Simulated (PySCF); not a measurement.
**Fractional electron number in Zr⁻ (zirconium, charge -1)**

The 4d alpha orbital of [Kr] 4d3 5s2 is emptied in steps (occupation f), with all orbitals relaxed, ending at [Kr] 4d2 5s2. All numbers are calculated (PySCF 2.14, a scalar-relativistic core potential, in aug-cc-pVDZ-PP with ECP28MDF). The exact energy is a straight line in f; departures are measured from the line between the end points of the same method.

| f | LDA (eV) | PBE (eV) |
| --- | --- | --- |
| 1 | 0.000 | 0.000 |
| 0.75 | -0.491 | -0.476 |
| 0.5 | -0.684 | -0.667 |
| 0.25 | -0.514 | -0.518 |
| 0 | 0.000 | 0.000 |

Problem. For PBE, how does the orbital energy at f = 1 compare with the removal energy?

Solution. −ε = -1.563 eV against a total-energy difference of 0.829 eV. By Janak's theorem ε = ∂E/∂f, so the gap between them reflects the curvature. Along the path −ε is -0.545 (f = 0.75), 0.718 (f = 0.5), 2.150 (f = 0.25) eV.

```json
{"method": "LDA", "E(f=0) − E(f=1) (eV)": "0.911", "−ε at f=1 (eV)": "-1.557", "−ε at f=0.5 (eV)": "0.828"}
{"method": "PBE", "E(f=0) − E(f=1) (eV)": "0.829", "−ε at f=1 (eV)": "-1.563", "−ε at f=0.5 (eV)": "0.718"}
```

At f = 1 the orbital energy is positive for LDA, PBE: only the finite basis holds the electron.

Reference removal energy between the ground levels: 0.433 eV (measured; photodetachment measurements, as compiled on the Wikipedia data page of electron affinities). The calculation has no spin-orbit coupling. The determinant left behind need not be the lowest term of the ion.
